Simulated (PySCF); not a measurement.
F2GaHO.

```xyz
5

Ga     0.0135    -0.0043     0.0000
F     -1.6928    -0.3423     0.0000
F      1.0924    -1.3583     0.0000
O      0.6316     1.6416     0.0000
H     -0.0667     2.3064     0.0000
```

Geometry: PBE0-D3(BJ)/def2-SVP. The values are those of a single conformer.

Calculation: KT2/pcSseg-2 (PySCF). Non-relativistic, no solvent.

Task: Give the absolute GIAO shielding of each atom: isotropic value and principal components (ppm). (The exact figures need the calculation; the answer reports its results.)

Result: 
```tsv
atom	σ(iso)	σ11	σ22	σ33	span
Ga1	1576.7	1303.2	1624.4	1802.6	499.4
F2	332.1	240.0	327.7	428.7	188.8
F3	352.9	272.1	352.3	434.5	162.4
O4	279.7	224.3	288.5	326.3	102.0
H5	29.3	21.2	24.0	42.7	21.4
```
